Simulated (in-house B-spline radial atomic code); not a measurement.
Values are calculated unless marked as measured or tabulated.
# Stopping and range of 200 keV F in Ge

The pair potential comes from two frozen, spherical free-atom densities (PBE, B-spline radial code, scalar-relativistic past argon): electrostatics plus the change in Thomas-Fermi kinetic and Dirac exchange energy where they overlap, the recipe behind the universal ZBL potential, which averages such potentials (from solid-state densities) over many pairs. It is written V = (Z1 Z2 e²/r) φ(r/a), with e² = 14.3996 eV·Å and a = 0.46850 Å/(Z1^0.23 + Z2^0.23); ZBL's fit is φ = 0.18175 e^(−3.1998x) + 0.50986 e^(−0.94229x) + 0.28022 e^(−0.4029x) + 0.02817 e^(−0.20162x). Where φ falls below 4e-4 it is continued as an exponential.

The target is taken as amorphous, with density 5.3234 g/cm³ (NSM archive of the Ioffe Institute); channelling is ignored. Masses: F 19.0, Ge 72.63 u. Nuclear stopping is S_n = 4π a Z1 Z2 e² M1/(M1 + M2) × s_n(ε), with s_n integrated over impact parameters for each pair. Electronic stopping is Lindhard and Scharff's S_e = Z1^(1/6) 8π e² a0 Z1 Z2/(Z1^(2/3) + Z2^(2/3))^(3/2) × v/v0, with a0 = 0.529177 Å and v = v0 at 24.801 keV/u; it misses the oscillations with Z1 seen in experiment, which reach tens of per cent. Compounds add by atom fraction.

| target atom | a (Å) | ε at this energy | s_n, this pair | s_n, ZBL potential |
| --- | --- | --- | --- | --- |
| Ge | 0.12085 | 4.62 | 0.1912 | 0.1851 |

Q: What are the atom density and the stopping powers at entry?

A: N = 5.3234 × 0.602214/72.63 = 0.04414 atoms/Å³. For Ge: S_n = 1306 × 0.1912 = 249.6 eV·Å², S_e = 2.1193 × √200000 = 947.8 eV·Å². Averaged over the target's atoms and times N × 10 Å/nm, the ion loses N S_n = 110 eV/nm to recoils and N S_e = 418 eV/nm to electrons; the nuclear share is 21 %.

Along the track:

```tsv
E (keV)	N S_n (eV/nm)	N S_e (eV/nm)
10	213	93.5
30	202	162
60	175	229
100	148	296
150	126	362
200	110	418
```

Q: Estimate the path length and the projected range.

A: With continuous slowing down the path is the integral of dE/(N (S_n + S_e)). Trapezoids over the table give 439 nm, and the stretch below the first row, with stopping taken as √E, adds 2E/(N S) = 65 nm: 504 nm in all, against 483 nm on a fine grid from 5 eV. Deflections shorten the depth: to first order in the energy passed on, N (S_n + S_e) dR_p/dE = 1 − N S_n (M2/M1) R_p/(2E), summed over the target's atoms, and integrating this on the fine grid gives R_p = 273 nm, 0.57 of the path. Lindhard's rule of thumb R/(1 + M2/3M1), with mean M2/M1 = 3.82, gives 212 nm; it assumes that nuclear stopping leads, so it comes too short here. On the ZBL potential the same equation gives 280 nm, and the full integral equation, which keeps hard collisions, 290 nm.
